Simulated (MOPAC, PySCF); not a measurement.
C3H3NS, SMILES `c1cnsc1`, neutral singlet in the gas phase. 

Cartesian coordinates (Å):
SMILES: c1cnsc1
```xyz
8

C      0.0836    -0.7354    -0.0878
C     -1.1114     0.0071     0.0395
N     -0.9825     1.3065     0.1850
S      0.6078     1.6885     0.1737
C      1.1625     0.1024    -0.0286
H      0.1384    -1.8075    -0.2134
H     -2.1098    -0.4158     0.0253
H      2.2115    -0.1459    -0.0937
```
Charge 0, spin multiplicity 1.

All levels are single points at this geometry (PBE0-D4/def2-TZVP); Pople sets use spherical d functions. Orbital energies aren't observables, and empty levels follow the basis.

SVWN5/6-31G* in PySCF gives dipole (D) = 2.42.

**Question.** Estimate the dipole (D) from each of these levels: B3LYP-D3(BJ)/def2-TZVP in PySCF; PBE0-D4/def2-TZVP in PySCF; B3LYP/6-311+G** in PySCF; B3LYP/6-31G* in PySCF; B3LYP/LANL2DZ in PySCF; M06-2X/6-31G* in PySCF; PBE/6-31G* in PySCF; HF/3-21G in PySCF; HF/6-31G* in PySCF; AM1 in MOPAC; PM3 in MOPAC; PM7 in MOPAC.

**Answer.** 
```json
[
 {"level": "B3LYP-D3(BJ)/def2-TZVP in PySCF", "dipole (D)": "2.39"},
 {"level": "PBE0-D4/def2-TZVP in PySCF", "dipole (D)": "2.40"},
 {"level": "B3LYP/6-311+G** in PySCF", "dipole (D)": "2.55"},
 {"level": "B3LYP/6-31G* in PySCF", "dipole (D)": "2.46"},
 {"level": "B3LYP/LANL2DZ in PySCF", "dipole (D)": "2.95"},
 {"level": "M06-2X/6-31G* in PySCF", "dipole (D)": "2.50"},
 {"level": "PBE/6-31G* in PySCF", "dipole (D)": "2.36"},
 {"level": "HF/3-21G in PySCF", "dipole (D)": "3.07"},
 {"level": "HF/6-31G* in PySCF", "dipole (D)": "2.87"},
 {"level": "AM1 in MOPAC", "dipole (D)": "1.88"},
 {"level": "PM3 in MOPAC", "dipole (D)": "2.20"},
 {"level": "PM7 in MOPAC", "dipole (D)": "2.42"}
]
```
